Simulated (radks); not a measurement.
The numbers below are computed, except where a source is named.
The mean radii <r> (bohr) of the occupied orbitals of an atom or ion are listed with their occupations. Code: a radial shooting solver on a logarithmic mesh with Libxc functionals. Model: non-relativistic Kohn-Sham, TPSS, spin-polarised, spherical densities, point nucleus; meta-GGA in the generalised Kohn-Sham scheme.

orbital  occ.      <r>
1s up       1  0.06698
1s down     1  0.06697
2s up       1   0.3087
2s down     1   0.3082
2p up       3   0.2728
2p down     3   0.2723
3s up       1   0.8438
3s down     1   0.8487
3p up       1   0.8510
3d up       1   0.8268

Name the element and its charge. Open shells, if any, are filled with parallel spins first.

Answer. Z = 23, vanadium, charge +9: V9+ in [Ne] 3s2 3p1 3d1. The 1s radius gives Z: for a bare nucleus <r> = 1.5/Z, 0.06522 bohr for Z = 23, and screening makes it slightly larger (0.06698 here). The occupations add up to 14, and the charge is Z minus that.
